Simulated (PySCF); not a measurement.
**Ionisation energy of Ar³⁺ by level of theory**

Ar³⁺ [Ne] 3s2 3p3 [3p1/2^2 3p3/2^1, M_J = 3/2] → Ar⁴⁺ [Ne] 3s2 3p2 [3p1/2^2, M_J = 0], as a difference of total energies. All numbers are calculated (PySCF 2.14, the two-component X2C-1e Hamiltonian, in x2c-SVPall-2c). Correlated levels: [Ne] frozen. "Screened" scales the spin-orbit matrix elements by Boettger's factors to mimic the two-electron term; Breit and QED terms are absent.

```csv
method,ionisation energy (eV)
GHF (spin-free),58.402
GMP2 (spin-free),58.762
GHF (screened spin-orbit),58.303
GMP2 (screened spin-orbit),58.665
```

How much does correlation contribute at GMP2 (screened spin-orbit)?

58.665 − (58.303) = 0.362 eV, measured against GHF (screened spin-orbit).

Errors of the correlated levels include the incompleteness of this basis and the frozen core.

The labels give the starting determinants; with spin-orbit coupling the two ends relaxed to ⟨J²⟩ = 3.75, ⟨L²⟩ = 0.00, ⟨S²⟩ = 3.75 and ⟨J²⟩ = 1.83, ⟨L²⟩ = 2.00, ⟨S²⟩ = 2.00.

The determinant of Ar⁴⁺ mixes levels of different J (the jj label is only the starting occupation), so the difference between spin-free and spin-orbit rows is not the physical spin-orbit shift.

For comparison: 59.58 ± 0.18 eV (semi-empirical (NIST evaluation); NIST Atomic Spectra Database, ionization energies).
